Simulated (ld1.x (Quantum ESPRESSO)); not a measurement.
Hg: excitation energies, all-electron against TM semilocal

ld1.x (Quantum ESPRESSO) 7.5 input, shortened:

```
&input
   title='Hg', zed=80., rel=1, dft='BLYP', iswitch=3,
   config='[Xe] 4f14 5d9 6s0 6p0'
 /
 &inputp
   pseudotype=1, tm=.true., lloc=0,
   nlcc=.false.
 /
3
6P  2  1   0.00   0.00  2.00  2.00  0.0
5D  3  2   9.00   0.00  1.95  1.95  0.0
6S  1  0   0.00   0.00  2.15  2.15  0.0
 &test
   configts(1)='5d9 6s0 6p0'
 /
```

Energies are relative to the spin-unpolarised reference configuration 5d9 6s0 6p0; without spin polarisation the order of configurations can differ from experiment. Not all tests gave a result: 1 of 7 tests not solved or not reliable. Left out of the table: 5d10 6s1 6p0 (pseudo-atom not self-consistent, printed error +91 meV).

```json
{"valence configuration": "5d10 6s2 6p0", "charge": "0", "ΔE all-electron (eV)": "-65.167", "error AE − PS (meV)": "+184"}
{"valence configuration": "5d10 6s0 6p0", "charge": "+2", "ΔE all-electron (eV)": "-35.397", "error AE − PS (meV)": "-5.4"}
{"valence configuration": "5d10 6s0 6p2", "charge": "0", "ΔE all-electron (eV)": "-52.629", "error AE − PS (meV)": "+147"}
{"valence configuration": "5d9 6s2 6p0", "charge": "+1", "ΔE all-electron (eV)": "-49.822", "error AE − PS (meV)": "+99"}
```

(1) What are ΔE and the potential's error for 5d10 6s0 6p1?

(2) What are ΔE and the potential's error for 5d8 6s0 6p0?

Answers

(1) ΔE = -47.105 eV all-electron; the error (AE − PS) is +81 meV.

(2) ΔE = 49.603 eV all-electron; the error (AE − PS) is -44 meV.

ld1.x printed “convergence not achieved” for 2 of the counted tests; their residual had stalled under 1e-8, short of the target of 1e-14.
